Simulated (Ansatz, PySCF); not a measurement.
Molecule: C4H10Se, charge 0, multiplicity 1. SMILES: C(C(C)C)[SeH]
Geometry from a B3LYP-D3(BJ)/def2-TZVP (Ansatz, a first-principles code) optimisation:
```xyz
15

C     -1.4468     2.4066     0.5322
C     -1.0910     0.9876     0.0802
C     -1.9403    -0.0466     0.8189
C      0.4042     0.7538     0.2765
Se     0.9649    -1.0151    -0.4362
H     -2.5061     2.6113     0.3655
H     -1.2464     2.5367     1.5990
H     -0.8692     3.1559    -0.0125
H     -1.3038     0.9071    -0.9908
H     -1.7329    -0.0199     1.8920
H     -1.7451    -1.0614     0.4686
H     -3.0035     0.1543     0.6771
H      0.6646     0.7884     1.3342
H      0.9832     1.5048    -0.2562
H      2.3949    -0.6741    -0.4922
```

Property: size of the dipole moment, in D. Set-up: LANL2DZ with its own core potentials from Na on; no dispersion term unless named; spin-orbit terms left out; non-relativistic; 6-31G* and kin with 6d, 5d where marked. Ab initio and DFT rows: single points at B3LYP-D3(BJ) geometries (Ansatz).

| level | program | size of the dipole moment (D) |
|---|---|---|
| PBE/STO-3G | Ansatz | 1.54 |
| PBE/6-31G* | Ansatz | 1.78 |
| BLYP/6-31G* | Ansatz | 1.74 |
| BLYP/6-31G* with LANL2DZ past Ar | Ansatz | 1.68 |
| BP86/def2-SVP | PySCF | 1.50 |
| BP86/6-31G* with LANL2DZ past Ar (5d) | PySCF | 1.76 |
| B3LYP/def2-SVP | Ansatz | 1.45 |
| B3LYP/6-31G* with LANL2DZ past Ar | Ansatz | 1.73 |
| PBE0/6-31G* with LANL2DZ past Ar | Ansatz | 1.81 |

No value to compare with is used here. The 9 habitual levels span 1.45 (B3LYP/def2-SVP) to 1.81 D (PBE0/6-31G* with LANL2DZ past Ar).

The levels are drawn from those run, B3LYP/6-31G* more often than the rest, none by its result; left out are runs that failed, that the program found above a lower state of the same kind, or whose <S^2> lies over 0.5 above the pure value.
